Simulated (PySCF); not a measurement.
**Relaxation of sextet [OsS2]-**

Method: UPBE0 in PySCF with Os def2-SVPD with ECP60, S def2-SVPD; scalar-relativistic core potentials, no spin–orbit coupling; density-fitted integrals. A (50,194) grid was used.

A hand-made bent start, of C2v symmetry, held to at least that symmetry:

```xyz
3
charge -1 multiplicity 6, angstrom
Os    0.0000    0.0000   -0.3010
S     1.7202    0.0000    0.9035
S    -1.7202    0.0000    0.9035
```

Optimiser trace:
```csv
step,E − E(last) (kJ/mol),largest gradient (Eh/bohr)
0,61.54,0.05496
1,23.14,0.01220
2,9.93,0.01564
3,2.97,0.01347
4,0.79,0.00769
5,0.02,0.00139
6,0.00,0.00003
```

It ends at C2v with Os–S 2.225 Å (×2); S–Os–S 137.3°. A frequency run shows a minimum. Other isomers or separated fragments may lie lower.

Final geometry:
```xyz
3
charge -1 multiplicity 6, angstrom
Os    0.0000    0.0000   -0.2026
S     2.0723    0.0000    0.6082
S    -2.0723    0.0000    0.6082
```

Open d and f shells are described by one determinant, and the ground state may have another occupation or spin. At this level a doublet minimum of C2v symmetry lies 74 kJ/mol below this structure. With an element this heavy the missing spin–orbit coupling can shift these numbers.

The relaxation took roughly 40 core-seconds on a shared host.
